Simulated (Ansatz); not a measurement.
The inner images of a band of ClHOZn + H3P (8 atoms, charge 0, multiplicity 1) are given out of order.

Method: RKS B3LYP/def2-SVP (Ansatz 0.2.0).

Initial state:

```xyz
8
Properties=species:S:1:pos:R:3
Zn -0.048 -0.200 0.195
O -0.384 -0.171 1.948
H -1.318 -0.088 2.183
Cl 0.264 -0.281 -1.899
P 3.077 0.721 1.168
H 2.917 -0.632 0.731
H 2.428 1.253 0.010
H 1.885 0.706 1.959
```

Final state:

```xyz
8
Properties=species:S:1:pos:R:3
Zn 0.909 0.452 0.148
O -0.222 0.039 1.955
H -1.010 -0.318 1.501
Cl -0.885 -0.169 -0.968
P 3.066 1.231 0.412
H 3.396 0.176 1.326
H 3.540 0.494 -0.722
H 0.027 -0.596 2.643
```

Put them in order from the first end to the last, with their energies above the first end.
A.
```xyz
8
Properties=species:S:1:pos:R:3
Zn 0.434 0.007 0.028
O -0.178 0.423 1.791
H -0.737 -0.165 2.325
Cl -0.010 -0.583 -1.973
P 2.730 0.506 1.373
H 2.842 -0.690 0.590
H 2.605 1.371 0.235
H 1.134 0.438 1.925
```
B.
```xyz
8
Properties=species:S:1:pos:R:3
Zn 0.924 0.088 0.082
O -0.347 0.299 1.815
H -1.171 -0.211 1.822
Cl -0.624 -0.594 -1.279
P 3.015 0.601 0.946
H 3.613 -0.564 0.368
H 3.370 1.434 -0.161
H 0.040 0.255 2.701
```
C.
```xyz
8
Properties=species:S:1:pos:R:3
Zn 0.982 0.287 0.212
O -0.324 0.118 1.920
H -1.110 -0.311 1.538
Cl -0.704 -0.398 -1.015
P 3.128 1.016 0.682
H 3.599 -0.333 0.813
H 3.488 1.078 -0.702
H -0.240 -0.148 2.846
```
D.
```xyz
8
Properties=species:S:1:pos:R:3
Zn -0.117 -0.069 0.097
O -0.579 0.371 1.772
H -0.772 -0.384 2.344
Cl 0.202 -0.482 -1.952
P 3.001 0.611 1.306
H 2.843 -0.653 0.652
H 2.540 1.343 0.165
H 1.702 0.570 1.911
```
E.
```xyz
8
Properties=species:S:1:pos:R:3
Zn 0.753 0.022 -0.072
O -0.333 0.382 1.788
H -0.933 -0.193 2.285
Cl -0.357 -0.568 -1.815
P 2.713 0.455 1.132
H 3.351 -0.659 0.511
H 3.131 1.413 0.163
H 0.495 0.458 2.301
```

D (+1.1 kJ/mol), A (+60.3 kJ/mol), E (-52.4 kJ/mol), B (-70.9 kJ/mol), C (-75.5 kJ/mol).

Time of the run: 5 min on 2 threads of Arm Neoverse V1, on a shared host, peak memory 0.25 GiB.
